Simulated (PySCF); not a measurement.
# SbF₃: fields on a plane

These are results of PBE in PySCF with Sb def2-TZVP with ECP28, F def2-TZVP; scalar-relativistic core potentials, no spin–orbit coupling; density-fitted integrals, not measurements.

The singlet minimum has Sb–F 1.918 Å (×3); F–Sb–F 95.5° (×3).

The plane holds Sb1 at (0.00, 0.00), F2 at (1.92, 0.00), F3 at (-0.18, 1.91) Å. Columns run from x = -2.25 to 4.35 Å, rows from y = 4.35 (top) to -1.95 Å, in steps of 0.3 Å. Other isomers or separated fragments may lie lower. Core electrons replaced by a potential are absent, the electrostatic potential uses the reduced nuclear charge, and values within about 0.7 Å of such atoms have no physical meaning.

**Question.** Give the electrostatic potential (V) (cut at 20 V). Lower edges of the bins (V): '0' -0.98, '1' -0.86, '2' -0.66, '3' -0.35, '4' 0.14, '5' 0.92, '6' 2.16, '7' 4.13, '8' 7.24, '9' 12.18; top 20.0.

**Answer.** 
```
33322222222222233333333
33222222222222223333333
33222111111222222333333
32221100001122222233333
32211011000112222223333
32211244310012222222333
33212588751012222222233
33224899974222222222223
33335999985322222222222
44446999986443211112222
44556899987653210011222
55567899998765420001222
55678999999877763000122
56679999999989996300122
56789999999999998410122
56789999999999998410122
56679999999989996301122
55678999999877764101222
55667899998765432112222
55566778877654322222223
55556667766654433222333
55555566665554433333333
```

**Question.** Give the electron localisation function (set to 0 where the density is under 0.005 e/Å³). Lower edges of the bins: '0' 0.000, '1' 0.100, '2' 0.200, '3' 0.299, '4' 0.399, '5' 0.499, '6' 0.599, '7' 0.699, '8' 0.798, '9' 0.898; top 1.00.

**Answer.** 
```
00000000000000000000000
00000000000000000000000
00000000000000000000000
00000000000000000000000
00001122211000000000000
00012456542100000000000
00125788764200000000000
00146887886300000000000
00147859786200000000000
00136873875100000000000
00014677752000121000000
00001233221014553200000
00122112211147776310000
01343257751278887520000
14664371172375178620000
25774371172375178520000
26785257751278887520000
05787423322247776310000
05788754443124553200000
03678887752101221000000
00467787741000000000000
00035666531000000000000
```
